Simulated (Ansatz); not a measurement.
**Energy profile**

The step: SiH₃Br ([SiH3][Br]) + HF → SiH₃F ([F][SiH3]) + HBr; bonds formed: Si1–F7, Br2–H6; bonds broken: Si1–Br2, H6–F7 (atoms numbered as in the saddle structure below).

| atom | x (Å) | y (Å) | z (Å) |
| --- | --- | --- | --- |
| Si1 | -0.3649 | 0.4197 | -0.3108 |
| Br2 | 0.0021 | -2.1002 | 0.2417 |
| H3 | -0.8235 | -0.0763 | -1.6263 |
| H4 | -1.4111 | 0.5639 | 0.7146 |
| H5 | 0.2279 | 1.7472 | -0.6168 |
| H6 | 1.1254 | -0.7904 | 0.8460 |
| F7 | 1.2440 | 0.2361 | 0.7516 |

Electronic energies by CCSD(T) at an estimated basis limit (MP2 extrapolated from triple and quadruple zeta, plus CCSD(T) − MP2 in triple zeta), on PBE0-D4/def2-TZVP structures; SiH$_{4}$BrF, closed shell; no counterpoise correction. Program: Ansatz 0.2.0. Basis: def2-TZVPP and def2-QZVPP. Cores are frozen in the correlated methods. Filled d shells of the heavier atoms are correlated. The def2 sets are not built for correlating such inner shells, so the correlated values are less sure here. Extrapolation: Hartree–Fock as exp(−7.88 √X), correlation as X^−2.97.

Task: Give the profile in kcal/mol, counted from the separated reactants. (To be estimated.)

Result: By the calculation:
```csv
point,kcal/mol
"separated: SiH$_{3}$Br (linked as [SiH3][Br]; Si1, Br2, H3, H4, H5; singlet) + HF (H6, F7; singlet)",0.00
start structure,-3.46
saddle,26.61
end structure,-10.53
"separated: SiH$_{3}$F (linked as [F][SiH3]; Si1, H3, H4, H5, F7; singlet) + HBr (Br2, H6; singlet)",-8.06
```

T1 diagnostic: at most 0.011.

For scale, one of the runs: CCSD(T)/def2-TZVPP, 177 basis functions, launched by `ansatz run in.yaml --threads 4 --pin off --events-out ev --progress --plain --max-ram 9574MiB`. Hardware: 4 CPU threads of an Arm Neoverse V1, shared host. Wall time 35 s; peak host memory 1.6 GiB.
